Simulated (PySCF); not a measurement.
Input for PySCF: R-B3LYP/LANL2DZ on C2H8Si (SMILES CC[SiH3]), a point of a torsion scan.

```python
from pyscf import gto, scf, dft, mp
from pyscf.data.elements import chemcore

mol = gto.M(
    atom='''
    C    -1.27944500    0.59376657   -0.14155574
    C    -0.34907998   -0.61722490    0.02641409
    Si   -0.49099810   -1.89029884   -1.37984828
    H    -1.96967925    0.67568015    0.69500042
    H    -0.71104967    1.51958965   -0.19376559
    H    -1.87424115    0.52398993   -1.05016814
    H     0.68479642   -0.27596521    0.09656945
    H    -0.55918405   -1.10953691    0.97706954
    H    -1.86869126   -2.38328565   -1.45035415
    H    -0.14444631   -1.24975732   -2.65093602
    H     0.42296154   -3.00403094   -1.11886743
    ''',
    basis='lanl2dz',
    ecp={'Si': 'lanl2dz'},
    charge=0, spin=0, verbose=3, max_memory=1800)
mf = dft.RKS(mol, xc='b3lyp')
mf.conv_tol = 1e-8
mf.max_cycle = 100
mf.kernel()
if not mf.converged:
    mf = mf.newton().run(mf.mo_coeff, mf.mo_occ)
```

### Question
Give the final energy of this run.

### Answer
-84.8853 hartree.
